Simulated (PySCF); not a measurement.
Computed shifts of a molecule C₅H₁₂Si, PBE0/pcSseg-1 run with PySCF, GIAO, gas phase, atoms alike by connectivity averaged where their shifts nearly agree, in ppm (number of nuclei): ¹³C: 36.6 (2), 31.3 (1), 25.5 (1), 19.7 (1). ²⁹Si: -52.2 (1). ¹H: 4.14 (3), 2.24 (1), 2.20 (2), 2.09 (2), 2.01 (1), 1.52 (3). References: ¹³C against TMS (σ = 186.3 ppm); ²⁹Si against TMS (σ = 352.7 ppm); ¹H against TMS (σ = 31.56 ppm), references at their B3LYP-D3(BJ)/def2-TZVP geometries, non-relativistic. Geometry optimised at B3LYP-D3(BJ)/def2-SVP. Other conformers were not sampled.

Task: Which structure fits?
A. CC1(C)C[SiH2]C1
B. CC1([SiH3])CCC1
C. C=C[Si](C)(C)C
D. C/C=C(/[SiH3])CC

Result: B, CC1([SiH3])CCC1
